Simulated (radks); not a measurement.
Values are calculated unless marked as measured or tabulated.
Problem. Ni II, configuration [Ar] 3d9. Code: a radial shooting solver on a logarithmic mesh with Libxc functionals. Model: scalar-relativistic Kohn-Sham, r2SCAN, spin-unpolarised, spherical densities, finite nucleus; meta-GGA in the generalised Kohn-Sham scheme; Fermi nuclear charge, rms radius 3.7757 fm. Some entries of the table are withheld. Estimate them.

orbital  occ.  eigenvalue (eV)  <r^2> (bohr^2)  <r> (bohr)
1s          2        -8241.832             (1)         (2)
2s          2        -994.1655         0.07056      0.2445
2p          6        -854.0017         0.05684      0.2152
3s          2              (3)          0.6393         (4)
3p          6         -76.8630          0.7300      0.7858
3d          9         -12.8933             (5)         (6)

Solution. 
(1) 1s <r^2> (bohr^2): 0.003938
(2) 1s <r> (bohr): 0.05410
(3) 3s eigenvalue (eV): -117.8421
(4) 3s <r> (bohr): 0.7437
(5) 3d <r^2> (bohr^2): 1.553
(6) 3d <r> (bohr): 1.065
